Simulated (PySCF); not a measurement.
Cl₂H₄N₂Si. Atoms are numbered in the order given.

```xyz
9

N     -0.3322     1.3488     1.3564
Si     0.0000     0.0000     0.3678
N      0.3322    -1.3488     1.3564
Cl    -1.6527    -0.1570    -0.8894
Cl     1.6527     0.1570    -0.8894
H      0.3400     1.6318     2.0632
H     -0.8573     2.1346     0.9873
H     -0.3400    -1.6318     2.0632
H      0.8573    -2.1346     0.9873
```
Charge 0, spin multiplicity 1.

Geometry optimised at B3LYP-D3(BJ)/def2-SVP. One conformer was computed; it need not be the lowest.

Calculation: PBE/def2-TZVP (PySCF).

Symmetry labels are those of the subgroup C2 that the program uses (full group C2).

Computed valence orbital energies around the gap with their symmetry:
| orbital | symmetry | energy (eV) |
|---|---|---|
| HOMO−7 | A | -10.26 |
| HOMO−6 | B | -9.68 |
| HOMO−5 | A | -8.09 |
| HOMO−4 | B | -8.03 |
| HOMO−3 | A | -7.77 |
| HOMO−2 | B | -7.44 |
| HOMO−1 | A | -6.64 |
| HOMO | B | -6.55 |
| LUMO | A | -0.39 |
| LUMO+1 | A | 0.32 |
| LUMO+2 | B | 0.47 |
| LUMO+3 | B | 1.08 |
